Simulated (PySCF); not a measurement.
Isomers of C7H13FSSi, mass 176.049 u with the commonest isotopes. Method used: PBE0/pcSseg-1 in PySCF (dipole) on a GFN2-xTB geometry, gas phase. One conformer each, none proved a minimum here; rigid rotors.

**Question.** Order these by out-of-plane moment Σ m c² = (Ia + Ib − Ic)/2, smallest first.
A. `[CH3:1][CH2:2][C@:3]1([F:4])[CH2:5][CH:6]=[C:7]1[SiH2:8][S:9][CH3:10]` with C1–C2–C3–F4 62°, C6–C7–Si8–S9 -24°, C7–Si8–S9–C10 -179°
B. `[CH3:1][CH2:2][CH2:3][S:4][SiH2:5][C:6]1=[CH:7][CH2:8][C@@H:9]1[F:10]` with C1–C2–C3–S4 -67°, C2–C3–S4–Si5 106°, C3–S4–Si5–C6 172°, S4–Si5–C6–C7 -13°
C. `[CH2:1]=[C:2]([CH3:3])[C@@:4]([CH3:5])([SiH3:6])[C:7](=[S:8])[CH2:9][F:10]` with C1–C2–C4–C5 80°, C2–C4–C7–S8 137°, C4–C7–C9–F10 -9°

**Answer.** B (62.00 u·Å²), A (89.21 u·Å²), C (197.03 u·Å²).

**Question.** Order these by rotational constant C, largest first.
A. `[CH3:1][CH2:2][C@:3]1([F:4])[CH2:5][CH:6]=[C:7]1[SiH2:8][S:9][CH3:10]` with C1–C2–C3–F4 62°, C6–C7–Si8–S9 -24°, C7–Si8–S9–C10 -179°
B. `[CH2:1]=[C:2]([CH3:3])[C@@:4]([CH3:5])([SiH3:6])[C:7](=[S:8])[CH2:9][F:10]` with C1–C2–C4–C5 80°, C2–C4–C7–S8 137°, C4–C7–C9–F10 -9°
C. `[CH3:1][CH2:2][CH2:3][S:4][SiH2:5][C:6]1=[CH:7][CH2:8][C@@H:9]1[F:10]` with C1–C2–C3–S4 -67°, C2–C3–S4–Si5 106°, C3–S4–Si5–C6 172°, S4–Si5–C6–C7 -13°

**Answer.** B (785.0 MHz), A (421.4 MHz), C (368.8 MHz).

**Question.** Order these by radius of gyration √(Σ m r²/M), largest first.
A. `[CH2:1]=[C:2]([CH3:3])[C@@:4]([CH3:5])([SiH3:6])[C:7](=[S:8])[CH2:9][F:10]` with C1–C2–C4–C5 80°, C2–C4–C7–S8 137°, C4–C7–C9–F10 -9°
B. `[CH3:1][CH2:2][CH2:3][S:4][SiH2:5][C:6]1=[CH:7][CH2:8][C@@H:9]1[F:10]` with C1–C2–C3–S4 -67°, C2–C3–S4–Si5 106°, C3–S4–Si5–C6 172°, S4–Si5–C6–C7 -13°
C. `[CH3:1][CH2:2][C@:3]1([F:4])[CH2:5][CH:6]=[C:7]1[SiH2:8][S:9][CH3:10]` with C1–C2–C3–F4 62°, C6–C7–Si8–S9 -24°, C7–Si8–S9–C10 -179°

**Answer.** B (2.852 Å), C (2.705 Å), A (2.185 Å).

```json
{"SMILES": "CC[C@]1(F)CC=C1[SiH2]SC", "point group": "C1", "Ia (u·Å²)": "235.36", "Ib (u·Å²)": "1142.26", "Ic (u·Å²)": "1199.21", "κ": "-0.98", "μa (D)": "0.07", "μb (D)": "0.36", "μc (D)": "0.92"}
{"SMILES": "CCCS[SiH2]C1=CC[C@@H]1F", "point group": "C1", "Ia (u·Å²)": "212.76", "Ib (u·Å²)": "1281.47", "Ic (u·Å²)": "1370.23", "κ": "-0.97", "μa (D)": "0.74", "μb (D)": "0.16", "μc (D)": "0.77"}
{"SMILES": "C=C(C)[C@@](C)([SiH3])C(=S)CF", "point group": "C1", "Ia (u·Å²)": "438.23", "Ib (u·Å²)": "599.65", "Ic (u·Å²)": "643.83", "κ": "-0.69", "μa (D)": "1.73", "μb (D)": "0.13", "μc (D)": "0.07"}
```
